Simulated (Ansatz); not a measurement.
The inner images of a band of BrH₆NSi₂ (10 atoms, charge 0, multiplicity 1) are given out of order.

Computed with Ansatz 0.2.0, RKS PBE0-D4/def2-SVP.

First end point:

```xyz
10
Properties=species:S:1:pos:R:3
Si 0.033 0.160 -0.822
Br 1.848 1.425 -1.308
N 0.292 -1.538 -0.900
H 0.396 -1.990 -1.803
H -0.974 0.510 -1.862
Si -0.537 0.761 1.365
H 0.872 -1.989 -0.201
H -0.688 2.243 1.464
H 0.568 0.317 2.271
H -1.809 0.102 1.796
```

Last end point:

```xyz
10
Properties=species:S:1:pos:R:3
Si 0.026 0.162 -0.825
Br 1.819 1.444 -1.346
N 0.308 -1.533 -0.886
H 0.911 -1.968 -0.196
H -0.999 0.482 -1.857
Si -0.536 0.762 1.364
H 0.398 -1.997 -1.784
H -0.632 2.247 1.488
H 0.541 0.258 2.273
H -1.836 0.143 1.769
```

Problem. Put them in order from the first end to the last, with their energies above the first end.
A.
```xyz
10
Properties=species:S:1:pos:R:3
Si 0.051 0.155 -0.806
Br 1.834 1.383 -1.392
N 0.554 -1.496 -0.847
H 1.088 -1.831 -1.642
H -1.015 0.552 -1.781
Si -0.522 0.761 1.384
H -0.064 -2.217 -0.491
H -0.946 2.195 1.407
H 0.669 0.577 2.266
H -1.648 -0.079 1.903
```
B.
```xyz
10
Properties=species:S:1:pos:R:3
Si 0.009 0.119 -0.782
Br 1.786 1.330 -1.417
N 0.502 -1.534 -0.843
H 1.400 -1.771 -1.247
H -1.103 0.443 -1.734
Si -0.519 0.813 1.393
H -0.179 -2.273 -0.979
H -0.937 2.249 1.403
H 0.682 0.637 2.264
H -1.641 -0.014 1.944
```
C.
```xyz
10
Properties=species:S:1:pos:R:3
Si 0.039 0.169 -0.835
Br 1.874 1.399 -1.311
N 0.316 -1.516 -0.972
H 0.746 -1.936 -1.787
H -0.961 0.634 -1.838
Si -0.518 0.741 1.368
H 0.375 -2.116 -0.161
H -0.877 2.190 1.411
H 0.673 0.501 2.240
H -1.667 -0.066 1.885
```
D.
```xyz
10
Properties=species:S:1:pos:R:3
Si 0.046 0.131 -0.784
Br 1.832 1.391 -1.365
N 0.351 -1.559 -0.876
H 1.186 -1.955 -0.458
H -1.036 0.424 -1.768
Si -0.518 0.805 1.385
H 0.077 -2.079 -1.701
H -0.798 2.273 1.406
H 0.601 0.498 2.327
H -1.742 0.071 1.834
```
E.
```xyz
10
Properties=species:S:1:pos:R:3
Si 0.027 0.121 -0.779
Br 1.793 1.369 -1.400
N 0.446 -1.543 -0.883
H 1.407 -1.852 -0.827
H -1.098 0.393 -1.725
Si -0.514 0.822 1.390
H -0.144 -2.203 -1.374
H -0.885 2.271 1.403
H 0.649 0.596 2.301
H -1.679 0.026 1.894
```

Solution. C (+6.3 kJ/mol), A (+14.0 kJ/mol), B (+17.9 kJ/mol), E (+13.2 kJ/mol), D (+3.9 kJ/mol).

Time of the run: 2.2 min on 2 threads of Intel(R) Xeon(R) 6975P-C (Granite Rapids) (shared host), peak memory 0.31 GiB.
